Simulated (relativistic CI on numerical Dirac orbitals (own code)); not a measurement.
**Hyperfine structure of Pm XXXIX, mass number 147**

Computed by Dirac-Coulomb-Breit CI, KLI orbitals optimised for each configuration, model QED (radiative potential, 1s self-energy scaled to tabulated hydrogen-like ionisation energies), unscaled Slater integrals (own radial code, finite nucleus).

Configurations in the expansion (outside the closed core [Ne]): 3s2 3p6 3d5, 3s2 3p5 3d6, 3s2 3p4 3d7, 3s 3p6 3d6, 3p6 3d7, 3s 3p5 3d7, 3s2 3p6 3d4 4s, 3s2 3p6 3d4 4p, 3s2 3p4 3d6 4s, 3s2 3p5 3d5 4s, 3s2 3p6 3d4 4f, 3p6 3d6 4s, 3s2 3p6 3d3 4s2, 3s2 3p6 3d4 5s, 3p6 3d5 4s2. Levels of other configurations are missing.

Nuclear spin I = 7/2, μ = 2.58 μN, Q = 0.74 b (tables of Stone and Pyykkö). The electronic factors are computed for point nuclear moments, without core polarisation or the Bohr-Weisskopf and QED corrections.

| Level | E (eV) | A (MHz) | B (MHz) |
| --- | --- | --- | --- |
| 3s2 3p6 3d5 4P_1/2 | 36.8293 | -8099 |  |
| 3s2 3p6 3d5 2D_3/2 | 49.3594 | 33810 | -22800 |
| 3s2 3p6 3d5 4D_7/2 | 53.4605 | 14150 | -3850 |
| 3s2 3p6 3d5 2I_11/2 | 54.5291 | 20150 | 1060 |
| 3s2 3p6 3d5 4G_9/2 | 56.1507 | 17490 | -4410 |

Levels with J = 0, under 50 % of one LS term, or S terms without an open s electron are left out. Small factors come from cancelling terms and can be off by tens of per cent or more.

At this charge energies of transitions that change n are usually good to better than 1 %, and those within a shell (Δn = 0) to a few per cent. Terms inside the open d or f shell come out 10 to 20 % too wide with unscaled integrals.

(1) Give the hyperfine levels of 3s2 3p6 3d5 2D_3/2 relative to its centre of gravity.

## Answers

(1) With K = F(F + 1) − I(I + 1) − J(J + 1), E = AK/2 + B[¾K(K + 1) − I(I + 1)J(J + 1)]/[2I(2I − 1)J(2J − 1)]: F = 2: -240400, F = 3: -122700, F = 4: 19060, F = 5: 171800 MHz.

LS names give the leading component of a level, which can be under half, so a name can repeat, a term be missing and a line seem to break the LS rules.
